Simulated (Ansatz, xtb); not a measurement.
# C5H3BClN: which of two isomers lies lower

We compare I, `N#CC1=CB(Cl)C=C1`, a singlet, with II, `N#CB1C=CC(Cl)=C1`, a singlet. Both are isolated molecules in the gas phase, relaxed with r2SCAN-D4/def2-SVP.

Quicker runs give these differences E(II) − E(I): GFN2-xTB +26.0 kcal/mol; HF/STO-3G +19.1 kcal/mol (at GFN2-xTB geometries); r2SCAN-D4/def2-SVP//GFN2-xTB +23.1 kcal/mol.

**Question.** Estimate E(II) − E(I) at the level CCSD(T)/def2-SVP + ΔMP2/def2-TZVPP.

**Answer.** Calculated at CCSD(T)/def2-SVP + ΔMP2/def2-TZVPP: E(II) − E(I) = +21.8 kcal/mol, so structure I lies lower.

Level by level:

```tsv
level	geometry	E(II) − E(I) (kcal/mol)	departure from the last row (kcal/mol)	job, with rough time for the two
GFN2-xTB	GFN2-xTB	+26.0	+4.2	optimisation, 0.17 s
HF/STO-3G	GFN2-xTB	+19.1	−2.7	single point, 0.4 s
r2SCAN-D4/def2-SVP//GFN2-xTB	GFN2-xTB	+23.1	+1.3	single point, 2.7 s
r2SCAN-D4/def2-SVP	r2SCAN-D4/def2-SVP	+24.2	+2.5	optimisation, 29 s
HF/def2-SVP	r2SCAN-D4/def2-SVP	+25.7	+3.9	part of the CCSD(T) run
MP2/def2-SVP	r2SCAN-D4/def2-SVP	+26.0	+4.2	part of the CCSD(T) run
CCSD(T)/def2-SVP	r2SCAN-D4/def2-SVP	+25.8	+4.0	single point
CCSD(T)/def2-SVP + ΔMP2/def2-TZVPP	r2SCAN-D4/def2-SVP	+21.8		single point, 40 s
```

As drawn, II has 1 C–B, 1 C–Cl in place of 1 C–C, 1 B–Cl.

The levels shown agree on the order. The largest departure from CCSD(T)/def2-SVP + ΔMP2/def2-TZVPP is that of MP2/def2-SVP, 4.2 kcal/mol. The last row adds to CCSD(T) the change of the MP2 difference between the two basis sets, here −4.0 kcal/mol, a large step that makes the value less sure.

With thermal terms from frequencies at re-optimised GFN2-xTB minima (ideal gas, soft modes damped towards free rotors, one conformer each, 298.15 K, 1 atm): the zero-point term adds −0.4 kcal/mol; ΔH is +21.5 and ΔG +21.2 kcal/mol.

The correlated steps freeze 12 core orbitals. Programs: Ansatz 0.2.0, xtb 6.7.1; the last row on 2 threads of Intel(R) Xeon(R) 6975P-C (Granite Rapids) on a shared host.
